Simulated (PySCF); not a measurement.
Cl$_{4}$Hf, charge +1, doublet, geometry from GFN2-xTB (such geometries of metal compounds can be far from the true shape) (the multiplicity is a formal guess) (core potentials on Hf).

Here is a job for PySCF.
```python
from pyscf import gto, scf, dft

mol = gto.M(
    atom='''
Hf    0.080592    0.159745   -0.315834
Cl    1.888001   -1.401210   -0.414010
Cl    0.891324    0.805312    1.705294
Cl   -1.815730    1.544462    0.130787
Cl   -1.304927   -1.625132   -0.084421
''',
    basis='def2-tzvp',
    ecp={'Hf': 'def2-tzvp'},
    charge=1,
    spin=1,
    verbose=4,
)

mf = dft.UKS(mol)
mf.xc = 'camb3lyp'
mf = mf.density_fit(auxbasis='def2-universal-jkfit')
mf.kernel()
```

What does this run give for the HOMO energy, Mulliken (on the basis functions themselves) charges in atom order, number of basis functions, nuclear repulsion energy, total energy, <S^2>?


| Quantity | Value |
|---|---|
| HOMO energy | -14.80 eV |
| Mulliken (on the basis functions themselves) charges in atom order | Hf1 1.22, Cl2 -0.09, Cl3 -0.02, Cl4 -0.09, Cl5 -0.02 |
| number of basis functions | 188 |
| nuclear repulsion energy | 448.5743 Eh |
| total energy | -1888.746277 Ha |
| <S^2> | 0.762 |

These values belong to the state on which the SCF converged, which isn't shown to be the lowest.
